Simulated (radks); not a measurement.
Species: Pr XX. Configuration: [Kr] 4d4. Calculated with a radial shooting solver on a logarithmic mesh with Libxc functionals: scalar-relativistic Kohn-Sham, BLYP, spin-unpolarised, spherical densities, finite nucleus; Fermi nuclear charge, rms radius 4.8919 fm. Some entries of the table are withheld. Estimate them.

| orbital | occ. | eigenvalue (eV) | <r^2> (bohr^2) | <1/r> (bohr^-1) |
|---|---|---|---|---|
| 1s | 2 | -42312.76 | 0.0007896 | 64.68 |
| 2s | 2 | (1) | 0.01252 | 14.93 |
| 2p | 6 | -6515.261 | 0.009995 | 14.11 |
| 3s | 2 | -1930.236 | 0.08397 | 5.457 |
| 3p | 6 | -1706.334 | 0.08375 | 5.166 |
| 3d | 10 | -1394.063 | (2) | 4.907 |
| 4s | 2 | -724.6625 | 0.3894 | 2.417 |
| 4p | 6 | -646.5606 | 0.4221 | (3) |
| 4d | 4 | (4) | 0.4608 | 2.081 |
| 5s | 0 | -370.6424 | 1.345 | 1.272 |
| 5p | 0 | (5) | 1.488 | 1.198 |

Answer. 
(1) 2s eigenvalue (eV): -7221.843
(2) 3d <r^2> (bohr^2): 0.07081
(3) 4p <1/r> (bohr^-1): 2.270
(4) 4d eigenvalue (eV): -534.9091
(5) 5p eigenvalue (eV): -339.4320
